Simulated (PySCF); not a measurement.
Diatomics with 131 electrons

CCSD(T) in PySCF with def2-SVP on every atom (core potentials on In, Sn, Sb, Tl, Pb, Bi), for the lowest determinant that a PBE0 search found; no spin–orbit coupling. All have 131 electrons, 7 of them in the valence shells, and the same state, a quartet (σ ↑, π ↑↑). For ions De leads to the atom and ion picked by measured ionisation energies and electron affinities.

| species | difference of nuclear charges | Re (Å) | ωe (cm⁻¹) | k (mdyn/Å) | De (eV) | dissociates to |
| --- | --- | --- | --- | --- | --- | --- |
| TlSn | 31 | 2.936 | 125 | 0.697 | 1.72 | Tl + Sn |
| InPb | 33 | 2.932 | 129 | 0.731 | 1.70 | In + Pb |
| TlSb⁺ | 30 | 3.467 | 53.9 | 0.130 | n/a | Tl⁺ + Sb |
| SnPb⁺ | 32 | 2.893 | 142 | 0.903 | n/a | Sn⁺ + Pb |
| InBi⁺ | 34 | 3.318 | 65.4 | 0.187 | n/a | In⁺ + Bi |

Question: Which member of the whole set has the stiffest bond, and how does it compare with the softest?

Answer: SnPb⁺ with k = 0.903 mdyn/Å, 6.9 times that of TlSb⁺.

Correlated steps freeze 8 core orbitals. Correlated levels converge slowly with the basis: in double zeta they bind strong bonds too weakly, by up to about 1 eV, and carry superposition errors of some tenths. Spin–orbit coupling is left out, which matters for elements this heavy, above all for dissociation energies. States were picked by a PBE0 search and need not be the measured ground states.
